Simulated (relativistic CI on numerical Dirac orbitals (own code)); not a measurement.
**Ni²⁺ in a cubic cluster: 3s photoemission with charge transfer**

Computed with a charge-transfer multiplet model of a cubic metal-ligand cluster with up to 2 ligand holes, Slater and spin-orbit integrals from Dirac-Coulomb-Breit ions, Slater integrals scaled by 0.8. The ground state mixes d8 with configurations of k ligand holes L, whose averages lie at kΔ + k(k − 1)U_dd/2; a core hole lowers each added d electron by U_cd. 300 K, Lorentzian 1.4 eV and Gaussian 0.8 eV FWHM.

Atomic integrals in eV (Slater integrals scaled, ζ unscaled), ground: F2dd 9.736, F4dd 6.042, zeta_d 0.080; with the core hole: F2dd 10.650, F4dd 6.651, zeta_d 0.091, G2cd 10.769.

Cluster parameters (eV): Δ = 6, U_dd = 6.3, U_cd = 7.9, 10Dq(ligand) = 1, V(eg) = 2.2, V(t2g) = -1.15, final-state hopping factor = 0.8.

| Case | n_d | d8 | d9L | d10L2 | S |
| --- | --- | --- | --- | --- | --- |
| 10Dq = 0.45 eV | 8.15 | 0.86 | 0.14 | 0.00 | 1.00 |
| 10Dq = 0.75 eV | 8.14 | 0.86 | 0.14 | 0.00 | 1.00 |
| 10Dq = 1.35 eV | 8.13 | 0.87 | 0.13 | 0.00 | 1.00 |
| 10Dq = 1.65 eV | 8.13 | 0.88 | 0.12 | 0.00 | 1.00 |
| 10Dq = 1.95 eV | 8.12 | 0.88 | 0.12 | 0.00 | 1.00 |

Weights, n_d and S are thermal averages at 300 K. Binding energies count from the first peak over 30 % of the highest in each spectrum, which can be another peak from case to case. The parameters are a model scan and need not match a compound or its usual spin state. Peaks in eV (height, largest 100):
- 10Dq = 0.45 eV: 0.0 (100), 4.7 (41), 8.6 (26), 11.3 (14)
- 10Dq = 0.75 eV: 0.0 (100), 4.8 (39), 8.8 (26), 11.4 (13)
- 10Dq = 1.35 eV: 0.0 (100), 4.9 (35), 8.9 (26), 11.5 (10)
- 10Dq = 1.65 eV: 0.0 (100), 2.4 (26), 4.9 (34), 8.9 (26), 11.5 (9)
- 10Dq = 1.95 eV: 0.0 (100), 2.5 (25), 5.0 (32), 9.0 (25), 11.6 (8)

Curve for 10Dq = 0.75 eV (points under 2 left out, the grid thinned):

| E (eV) | Intensity |
| --- | --- |
| -3.9 | 4.2 |
| -3.5 | 5.1 |
| -3.1 | 6.4 |
| -2.7 | 8.3 |
| -2.3 | 11.0 |
| -1.9 | 15.5 |
| -1.5 | 23.4 |
| -1.1 | 37.6 |
| -0.7 | 61.6 |
| -0.3 | 89.7 |
| 0.1 | 99.6 |
| 0.6 | 74.4 |
| 1.0 | 49.2 |
| 1.4 | 34.8 |
| 1.8 | 29.5 |
| 2.2 | 28.3 |
| 2.6 | 26.0 |
| 3.0 | 22.5 |
| 3.4 | 21.2 |
| 3.8 | 24.4 |
| 4.2 | 31.6 |
| 4.6 | 38.0 |
| 5.0 | 38.4 |
| 5.4 | 33.2 |
| 5.8 | 25.2 |
| 6.2 | 17.9 |
| 6.6 | 13.3 |
| 7.0 | 11.5 |
| 7.4 | 12.0 |
| 7.8 | 15.1 |
| 8.2 | 20.8 |
| 8.6 | 25.8 |
| 9.0 | 25.0 |
| 9.5 | 17.5 |
| 9.9 | 12.4 |
| 10.3 | 10.1 |
| 10.7 | 10.4 |
| 11.1 | 12.0 |
| 11.5 | 12.5 |
| 11.9 | 10.4 |
| 12.3 | 7.3 |
| 12.7 | 4.9 |
| 13.1 | 3.4 |
| 13.5 | 2.6 |
| 13.9 | 2.1 |

For the case 10Dq = 1.35 eV, Δ = 6 eV is smaller than U_dd = 6.3 eV, the charge-transfer side of the Zaanen-Sawatzky-Allen scheme. With the core hole the average of the configuration with one ligand hole lies at Δ − U_cd = -1.9 eV before mixing: the effective hopping of about 2.4 eV (from the holes of the mixed ground state) is comparable with this gap or larger, so the configurations mix strongly.

Without intra-shell correlation the exchange splitting of the 3s hole comes out too large.
